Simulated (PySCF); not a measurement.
# What settings do to a single point of Ce(OH)4

The sound run of Ce(OH)4 (singlet) uses PySCF 2.14.0, RKS B3LYP, Ce lcecp-2-SVP with ECP46, O def2-SVP, H def2-SVP; non-relativistic Hamiltonian with scalar-relativistic core potentials where named; density fitting; no spin-orbit coupling, grid (50, 194), threshold 1e-8 Eh and 55 cycles, at the relaxed geometry:

```xyz
9

Ce    0.0000    0.0000    0.0000
O     1.3166    1.0795    1.2012
H     1.9193    1.5854    1.7516
O    -1.3166   -1.0795    1.2012
H    -1.9193   -1.5854    1.7516
O     1.0795   -1.3166   -1.2012
H     1.5854   -1.9193   -1.7516
O    -1.0795    1.3166   -1.2012
H    -1.5854    1.9193   -1.7516
```

There Ce1 has a Mulliken charge of 1.41 e and the dipole about the centre of mass is 0.00 D. Each run below changes one thing and starts from free metal ions and neutral atoms unless it says otherwise; with 55 cycles, smearing, a level shift and second-order steps follow where DIIS fails, and their cycles count. Energy shifts count from the sound run. On f atoms grids over 110 angular points are at least (60, 302).

```csv
change,outcome,cycles,energy shift (eV),largest force component (eV/Å),charge on Ce1 (e),dipole about the centre of mass (D)
"H7 put 0.8 Å from Ce1, limit 64 cycles",converged,11,46.42,116.70,1.68,3.77
"grid (40, 110)",converged,8,-0.0274,0.06,1.41,0.00
all coordinates × 1.05,converged,8,0.74,1.40,1.47,0.00
"charge changed by +5, spin kept, limit 67 cycles",refused,–,–,–,–,–
```

Problem. How does the run with this change end: threshold 0.0001?

Solution. outcome converged, cycles 6, energy shift (eV) 0.0000, largest force component (eV/Å) 0.01, charge on Ce1 (e) 1.41, dipole about the centre of mass (D) 0.00.

Unsound on purpose, so not properties of the compound: H7 put 0.8 Å from Ce1, limit 64 cycles.

Forces carry noise of the integration grid, about 0.01 to 0.03 eV/Å.
